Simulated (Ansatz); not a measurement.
`[F][Ge]([F])([Cl])[Br]` and `FC(F)(Cl)Br` differ in one element.

Ansatz, PBE0-D4/def2-TZVP geometries, multiplicity 1. 

Scalar relativity is left out up to krypton.

```csv
property,`[F][Ge]([F])([Cl])[Br]`
zero-point energy (PBE0-D4/def2-TZVP) / kJ/mol,19.2
HOMO energy (ωB97M-V/def2-TZVPP) / eV,-11.79
HOMO energy (B3LYP/def2-TZVPP) / eV,-9.28
HOMO–LUMO gap (PBE0/def2-TZVPP) / eV,7.44
HOMO–LUMO gap (B3LYP/def2-TZVPP) / eV,6.82
HOMO–LUMO gap (PBE/def2-TZVPP) / eV,5.07
```

**Question.** Give the same properties after the change, and the shifts. (Estimate.)

**Answer.** Ansatz gave: 
```tsv
property	`FC(F)(Cl)Br`	shift
zero-point energy (PBE0-D4/def2-TZVP) / kJ/mol	33.2	14.0
HOMO energy (ωB97M-V/def2-TZVPP) / eV	-11.12	0.67
HOMO energy (B3LYP/def2-TZVPP) / eV	-8.60	0.68
HOMO–LUMO gap (PBE0/def2-TZVPP) / eV	7.54	0.10
HOMO–LUMO gap (B3LYP/def2-TZVPP) / eV	6.97	0.15
HOMO–LUMO gap (PBE/def2-TZVPP) / eV	5.15	0.08
```

With PBE0 the HOMO rises by 0.70 eV and the LUMO rises by 0.79 eV, so the gap widens by about 0.09 eV. PBE moves the HOMO by 0.70 eV and ωB97M-V by 0.67 eV.

B3LYP here is the variant with VWN-RPA as its local correlation; programs differ in this.

Spin–orbit coupling is left out; it splits and shifts lone-pair levels of the heavy atoms by tenths of an eV.
